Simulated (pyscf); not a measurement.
Single points on ωB97X-D3(BJ)/def2-SVP structures (PySCF, gas phase).

Estimate the classical barrier height and the reaction energy of •O–PH₂ (SMILES [O]P) → HO–PH• (SMILES O[PH]) at ωB97M-D3(BJ)/def2-TZVP. The step runs on the doublet surface, breaks H–P and forms H–O; take the reactant's lowest minimum found as zero.

ΔE‡ = 42.0 kcal/mol, ΔE = -8.3 kcal/mol. CCSD(T)/def2-TZVPP + ΔMP2(QZVPP) gives 43.8 kcal/mol and -8.5 kcal/mol. Zero-point energy shifts the barrier by -2.3 kcal/mol. It is a hydrogen shift, with an imaginary mode of 1849i cm⁻¹. This is the saddle that the search found; another between the same sides may lie lower. The CCSD(T) − MP2 part came from Ansatz, without density fitting, on the same reference.
